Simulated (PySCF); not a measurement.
An equivalent PySCF input for K+ (potassium, charge +1), [Ar], closed-shell 1S, with scalar relativity by spin-free X2C-1e:

```python
from pyscf import gto, scf, dft, mp, cc
import basis_set_exchange as bse
mol = gto.M(atom="K 0 0 0", charge=1, spin=0, symmetry="D2h",
            basis=gto.basis.parse(bse.get_basis("x2c-TZVPPall", elements=["K"], fmt="nwchem", augment_diffuse=1)),
            nucmod="G")
mf = dft.UKS(mol, xc="M062X").sfx2c1e()
mf.irrep_nelec = {'Ag': (3, 3), 'B1u': (2, 2), 'B2u': (2, 2), 'B3u': (2, 2)}
mf.kernel()
```

It reaches the same state as the run whose output follows, with an energy that differs only through the grid. The run itself started from symmetry-adapted Hartree-Fock orbitals and held the occupation by maximum overlap, on a logarithmic radial grid, so the iterations belong to that start.

```
SCF conv_tol = 1e-09
number electrons alpha = 9  beta = 9
XC functionals = M062X
    Y. Zhao and D. G. Truhlar.,  Theor. Chem. Acc. 120, 215 (2008)
    Y. Zhao and D. G. Truhlar.,  Theor. Chem. Acc. 120, 215 (2008)
cycle= 1 E= -602.066655076411  delta_E= -0.000602  |g|= 0.00682  |ddm|= 0.0443
cycle= 2 E= -602.066671513691  delta_E= -1.64e-05  |g|= 0.00255  |ddm|= 0.0109
cycle= 3 E= -602.066674161006  delta_E= -2.65e-06  |g|= 4.57e-05  |ddm|= 0.00313
cycle= 4 E= -602.066674162126  delta_E= -1.12e-09  |g|= 2.3e-06  |ddm|= 6.07e-05
cycle= 5 E= -602.066674162128  delta_E= -2.73e-12  |g|= 5.06e-08  |ddm|= 3.36e-06
converged SCF energy = -602.066674162128  <S^2> = -1.2434498e-14  2S+1 = 1
```
